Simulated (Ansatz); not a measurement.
Species: [Hf(F)(OCH3)3] (charge 0, multiplicity 1).

### Question
Give a relaxed geometry from r2SCAN-D4/def2-SVP (Ansatz, a program for electronic structure).

### Answer
Several could match; the one computed here: the end point of this relaxation, one of several conformers.
Cartesian coordinates (Å) in one orientation:
```xyz
17

Hf     0.216     0.164     0.134
F     -0.025     1.966    -0.529
O      1.558     0.190     1.526
C      2.511     0.139     2.536
H      3.208     0.993     2.464
H      3.106    -0.791     2.476
H      2.035     0.174     3.533
O     -1.469    -0.465     0.841
C     -2.645    -0.987     1.368
H     -2.977    -1.875     0.799
H     -3.457    -0.239     1.333
H     -2.508    -1.291     2.422
O      0.791    -0.961    -1.330
C      1.211    -1.820    -2.338
H      1.292    -1.286    -3.302
H      0.499    -2.655    -2.472
H      2.202    -2.252    -2.106
```
